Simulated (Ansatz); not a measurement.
Pb₂O₄. Total charge 0; singlet. Geometry relaxed at PBE-D4/def2-SVP.

Cartesian coordinates in Å:
```
Pb -0.239 0.306 1.742
Pb -1.032 -0.809 -1.429
O 1.153 0.308 -0.776
O 0.864 -1.033 -0.081
O -1.862 -0.067 0.364
O 1.116 1.295 0.181
```

In the def2 sets Pb takes a core potential; there is no spin–orbit coupling. The structure holds 2 bonds between oxygen atoms, so isomers without such links may lie far lower. At PBE0-D4/def2-TZVP a triplet of charge 0 lies 0.70 eV below the restricted singlet, each at its own geometry. The structure comes from a short search, and lower isomers may exist.

Task: Estimate the harmonic wavenumbers at RKS PBE-D4/def2-SVP (Ansatz, unscaled). Is this a minimum?

Result: 118, 128, 158, 200, 285, 324, 354, 446, 498, 560, 645, 927 cm⁻¹. Yes, no mode is imaginary beyond noise. Zero-point energy 27.8 kJ/mol. It took 28 s on 4 threads of Arm Neoverse V2 on a shared host.
